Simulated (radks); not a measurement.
Re I, configuration [Xe] 4f13.5 5d5.5 6s2 (fractional occupations, a model configuration). Calculated with a radial shooting solver on a logarithmic mesh with Libxc functionals: scalar-relativistic Kohn-Sham, PBE, spin-unpolarised, spherical densities, point nucleus.

Unscreened Slater integrals over Kohn-Sham orbitals (eV).

\begin{tabular}{lr}
integral & value \\ \hline
F0(5d,5d) & 13.263 \\
F2(5d,5d) & 6.6570 \\
F4(5d,5d) & 4.3275 \\
F0(5d,6s) & 9.5060 \\
G2(5d,6s) & 2.6045 \\
F0(5d,4f) & 17.588 \\
F2(5d,4f) & 3.8223 \\
F4(5d,4f) & 1.7536 \\
G1(5d,4f) & 1.3469 \\
G3(5d,4f) & 1.2040 \\
G5(5d,4f) & 0.94620 \\
F0(5d,5p) & 15.778 \\
F2(5d,5p) & 7.3959 \\
G1(5d,5p) & 8.6413 \\
G3(5d,5p) & 5.3028 \\
F0(6s,6s) & 8.0799 \\
F0(6s,4f) & 10.693 \\
G3(6s,4f) & 0.26981 \\
F0(6s,5p) & 10.186 \\
G1(6s,5p) & 0.69385 \\
F0(4f,4f) & 43.692 \\
F2(4f,4f) & 21.324 \\
F4(4f,4f) & 13.497 \\
F6(4f,4f) & 9.7444 \\
F0(4f,5p) & 25.159 \\
F2(4f,5p) & 7.9422 \\
G2(4f,5p) & 3.3230 \\
G4(4f,5p) & 2.7247 \\
F0(5p,5p) & 20.483 \\
F2(5p,5p) & 11.027 \\
\end{tabular}

Derived for the open shells (J is the average intra-shell exchange parameter used in DFT+U). 4f: F4/F2 = 0.633, F6/F2 = 0.457, J = (286 F2 + 195 F4 + 250 F6)/6435 = 1.735 eV. 5d: Racah B = F2/49 - 5 F4/441 = 0.08679 eV, C = 35 F4/441 = 0.3435 eV, C/B = 3.96, F4/F2 = 0.650, J = (F2 + F4)/14 = 0.7846 eV.
